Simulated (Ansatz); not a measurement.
System: C$_{3}$H$_{5}$Cl$_{2}$, charge 0, multiplicity 2. It need not be the lowest isomer of its formula. 
Geometry from a B3LYP-D3(BJ)/def2-TZVP (Ansatz, a program for electronic structure) optimisation:
```
C
H 1 1.0813
C 1 1.4623 2 119.50
H 3 1.0845 1 113.62 2 19.54
H 3 1.0871 4 110.57 1 -128.28
C 1 1.4623 2 119.50 3 -180.00
H 6 1.0845 1 113.62 2 19.54
H 6 1.0871 7 110.57 1 -128.28
Cl 3 1.8600 4 104.86 5 -111.89
Cl 6 1.8600 7 104.86 8 -111.89
```
Charge 0, spin multiplicity 2.

Basis-set convergence of Hartree-Fock and CCSD correlation energies (hartree) with Ansatz. Correlated levels leave the core frozen unless marked. UHF or UKS for open shells. No spin-orbit coupling. No relativistic terms.

```tsv
basis	functions	E(HF)	E(corr, CCSD)
cc-pV(D+d)Z	113	-1035.49312	-0.73352
cc-pV(T+d)Z	238	[?]	[?]
```

Task: Fill in the missing entries.

Result: 
- cc-pV(T+d)Z, E(HF): -1035.55624
- cc-pV(T+d)Z, E(corr, CCSD): -0.92347
